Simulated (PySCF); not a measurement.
Compound: C6H11B.
SMILES: `CB(C)[C@H]1[C@@H]2C[C@@H]21`

The closed-shell SCF was solved with PySCF and density fitting under several settings on one GFN2-xTB geometry (grid level 2 and gas phase unless stated).

```
         settings  basis functions  SCF cycles     E (Eh)  HOMO (eV)  LUMO (eV)  dipole (D)
    PBE0/pcSseg-1              174          12  -259.6786      -6.94      -0.56        0.68
wB97X-D/def2-SVPD              228          12  -259.7776      -8.81       1.38        0.59
      HF/def2-SVP              153           9  -258.0338      -9.67       3.41        0.64
     B97-2/6-31G*              120          12  -259.9462      -6.42      -0.21        0.67
```

Estimate the row for these settings: B3LYP/def2-SVP, level shift 0.1 Eh.

| settings | basis functions | SCF cycles | E (Eh) | HOMO (eV) | LUMO (eV) | dipole (D) |
| --- | --- | --- | --- | --- | --- | --- |
| B3LYP/def2-SVP, level shift 0.1 Eh | 153 | 9 | -259.8519 | -6.65 | -0.63 | 0.69 |

Over all rows, what range does the HOMO–LUMO gap span?

From 6.02 eV (B3LYP/def2-SVP, level shift 0.1 Eh) to 13.08 eV (HF/def2-SVP). The functional of the narrowest has 20 % exact exchange, that of the widest 100 % exact exchange.

wB97X-D ran without the empirical dispersion term, which would shift the total energy alone. Cycle counts include a coarse-grid stage where the run had one. All basis functions are spherical, in the Pople sets too. GFN2-xTB frequencies show an imaginary mode (48i cm⁻¹), so this geometry is no minimum at that level.

Shape of the structure used: `[CH3:1][B:2]([CH3:3])[C@H:4]1[C@@H:5]2[CH2:6][C@H:7]12`: C1–B2–C4–C5 -129°.

One conformer stands for the species.
